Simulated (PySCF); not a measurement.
## Bond length, frequency and bond energy of CaIn by level of theory

State: ²Π (doublet), unpaired electrons π ↑. Set-up: Ca x2c-SVPall, In x2c-SVPall; spin-free X2C with a Gaussian nucleus (PySCF 2.14). De refers to Ca + In in their high-spin ground configurations, without counterpoise correction. The functionals are run spin-unrestricted. A positive dipole means Ca(−)In(+). Levels whose curve was spin-contaminated or gave no clean fit are not listed.

```json
{"Level": "ROHF-MP2", "Re (Å)": "3.425", "ωe (cm⁻¹)": "99.0", "De (eV)": "0.334", "μ (D)": "n/a", "CPU s a point (SCF and correlation, without the integrals)": "0.19"}
{"Level": "ROHF-SCS-MP2", "Re (Å)": "3.494", "ωe (cm⁻¹)": "87.1", "De (eV)": "0.255", "μ (D)": "n/a", "CPU s a point (SCF and correlation, without the integrals)": "n/a"}
{"Level": "ROHF-CCSD", "Re (Å)": "3.464", "ωe (cm⁻¹)": "95.1", "De (eV)": "0.286", "μ (D)": "n/a", "CPU s a point (SCF and correlation, without the integrals)": "n/a"}
{"Level": "ROHF-CCSD(T)", "Re (Å)": "3.409", "ωe (cm⁻¹)": "106", "De (eV)": "0.356", "μ (D)": "n/a", "CPU s a point (SCF and correlation, without the integrals)": "2.7"}
{"Level": "PBE", "Re (Å)": "3.243", "ωe (cm⁻¹)": "134", "De (eV)": "0.74", "μ (D)": "-2.04", "CPU s a point (SCF and correlation, without the integrals)": "0.62"}
{"Level": "PBEsol", "Re (Å)": "3.195", "ωe (cm⁻¹)": "141", "De (eV)": "0.84", "μ (D)": "-2.18", "CPU s a point (SCF and correlation, without the integrals)": "0.39"}
{"Level": "CAM-B3LYP", "Re (Å)": "3.293", "ωe (cm⁻¹)": "113", "De (eV)": "0.354", "μ (D)": "-2.29", "CPU s a point (SCF and correlation, without the integrals)": "1.7"}
```

The bond length runs from 3.195 Å (PBEsol) to 3.494 Å (ROHF-SCS-MP2). De spans 0.26 eV (ROHF-SCS-MP2, perturbation theory) to 0.84 eV (PBEsol, GGA).

Correlated steps freeze 23 core orbitals. The bond is weak. Basis-set superposition, not corrected here, can be much of De in a small basis, most of all at correlated wavefunction levels. Functionals without a dispersion term scatter widely for such bonds, and LDA overbinds them. These are scalar-relativistic numbers at best; spin–orbit coupling would shift them, the dissociation energy most. The state is the lowest determinant that a PBE0 search found; another state may lie lower at other levels.

The whole job (state search and all levels along the bond) took about 2.8 min on 1 thread of Intel Xeon 6975P-C (shared host), peak memory 0.86 GiB.
